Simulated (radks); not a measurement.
Results of a calculation; reference values are marked as such.
Spherical quantum dot in the effective-mass picture: electrons in a parabolic well V = omega^2 r^2 / 2 with omega = 0.34, all in effective atomic units (hartree* = m*/eps^2 hartree, bohr* = eps/m* bohr), one dielectric constant everywhere. Level of theory: non-relativistic Kohn-Sham, LDA (Slater exchange, Perdew-Wang correlation), spin-polarised, spherical densities (a radial shooting solver with Libxc functionals). Levels are named by radial order and angular momentum (1s, 1p, 1d, 2s, ...), and open shells are averaged over m. Results are scaled to m* = 0.181 and eps = 9.8, for which hartree* = 51.28 meV and bohr* = 2.865 nm.

N = 11, configuration 1s2 1p6 1d(up 3, down 0). This is the lowest configuration that the search found. Occupied and some empty levels:

level    occupation  eigenvalue (meV)  <r> (nm)
1s up             1            170.18     8.549
1s down           1            171.37     8.359
1p up             3            177.63     10.34
1p down           3            179.15     10.28
1d up             3            186.65     11.61
1d down           0            188.27     11.62
2s up             0            190.04     9.821
2s down           0            190.98     9.928
1f up             0            196.91     12.65
1f down           0            198.51     12.70
2p up             0            201.41     11.22
2p down           0            202.40     11.26

Energy (meV): total 1239.43, kinetic 137.50, external 462.95, Hartree 773.16, exchange-correlation -134.18.
